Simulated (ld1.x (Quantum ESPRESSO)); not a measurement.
iron (Fe): variants of one PAW potential

Base potential:

- Element: Fe
- Generator: ld1.x (Quantum ESPRESSO) 7.5
- Type: PAW
- Functional: LDA (PZ)
- Relativity: scalar-relativistic
- Frozen core: [Ne]
- Valence charge: 16
- Reference configuration: 3s2 3p6 3d6.5 4s1.5 4p0
- Partial waves: 3s (bound): rcut 1.25, rcutus 1.60 bohr; 4s (bound): rcut 1.25, rcutus 1.60 bohr; 3p (bound): rcut 1.20, rcutus 1.45 bohr; 4p (bound, empty): rcut 1.20, rcutus 1.45 bohr; 3d (bound): rcut 0.95, rcutus 1.25 bohr; 3d channel at 2.55 Ry: rcut 0.95, rcutus 1.25 bohr
- Local potential: all-electron potential smoothed inside 1.50 bohr (lloc = -1)
- Core correction: Bessel-smoothed model core inside 0.90 bohr
- Augmentation charge: BESSEL, radius 1.05 bohr

All-electron outer shells of the reference configuration (LDA (PZ), scalar-relativistic, ld1.x):

```csv
shell,level (eV),outermost node (bohr),outermost maximum (bohr)
2s,-815.13,0.08,0.22
2p,-695.26,–,0.18
3s,-91.06,0.33,0.70
3p,-57.55,0.30,0.72
3d,-5.73,–,0.72
4s,-4.95,1.01,2.44
4p,-1.18,1.11,3.46
```

Cutoffs, loose and tight: the cutoffs (Ry, on a coarse ladder) from which the occupation-weighted sum of valence levels, in a spherical-Bessel basis at the reference potential, stays within 10 and 1 mRy of its value at 400 Ry. They do not see the model core or the augmentation charge, which bear on the density cutoff. Test errors are all-electron minus pseudo excitation energies from the reference, over the configurations 3s2 3p6 3d6 4s2 4p0; 3s2 3p6 3d6 4s1 4p0; 3s2 3p6 3d6 4s0 4p0; 3s2 3p6 3d6 4s0 4p1; 3s2 3p6 3d5 4s0 4p0; 3s2 3p6 3d6 4s0 4p2; 3s2 3p5 3d6 4s2 4p0 (two spin-polarised tests are not counted in the largest error). A dash means not determined; rows that change the core or the reference have their own tests. The largest error is taken over the tests solved by every variant that gives reliable tests at all: 3s2 3p6 3d6 4s0 4p0; 3s2 3p6 3d6 4s0 4p1; 3s2 3p6 3d6 4s0 4p2; 3s2 3p6 3d6 4s1 4p0; 3s2 3p6 3d6 4s2 4p0.

Cutoffs are not given where the Bessel-basis levels miss the radial ones by over 6 mRy, ghosts where they miss by over 20 mRy; a channel whose overlap is not positive is not tested.

A file whose overlap is not positive is unfit for use, and its test errors describe a broken file.

| change | outcome | cutoff, loose | cutoff, tight | bound ghosts | largest test error (meV) |
| --- | --- | --- | --- | --- | --- |
| base | generated, overlap not positive | – | – | not determined (overlap not positive) | +2.8 |
| local potential all-electron potential smoothed inside 0.62 bohr (lloc = -1) | generated, overlap not positive | – | – | not determined (overlap not positive) | +23 |
| local potential all-electron potential smoothed inside 0.80 bohr (lloc = -1) | generated, overlap not positive | – | – | not determined (overlap not positive) | +5.6 |
| local potential all-electron potential smoothed inside 0.92 bohr (lloc = -1) | generated, overlap not positive | – | – | not determined (overlap not positive) | +3.7 |
| local potential all-electron potential smoothed inside 1.02 bohr (lloc = -1) | generated, overlap not positive | – | – | not determined (overlap not positive) | +4.9 |
| local potential all-electron potential smoothed inside 1.20 bohr (lloc = -1) | generated, overlap not positive | – | – | not determined (overlap not positive) | +14 |
| local potential all-electron potential smoothed inside 1.28 bohr (lloc = -1) | generated, overlap not positive | – | – | not determined (overlap not positive) | +4.0 |
| local potential all-electron potential smoothed inside 1.48 bohr (lloc = -1) | generated, overlap not positive | – | – | not determined (overlap not positive) | +2.4 |
| local potential all-electron potential smoothed inside 1.58 bohr (lloc = -1) | generated, overlap not positive | – | – | not determined (overlap not positive) | -90 |
| local potential all-electron potential smoothed inside 1.70 bohr (lloc = -1) | generated | 70 Ry | 120 Ry | none | -1.5 |
| local potential all-electron potential smoothed inside 1.88 bohr (lloc = -1) | generated | 70 Ry | 120 Ry | none | test run stopped at test 6 of 9 (negative rho), 5 before it not solved |
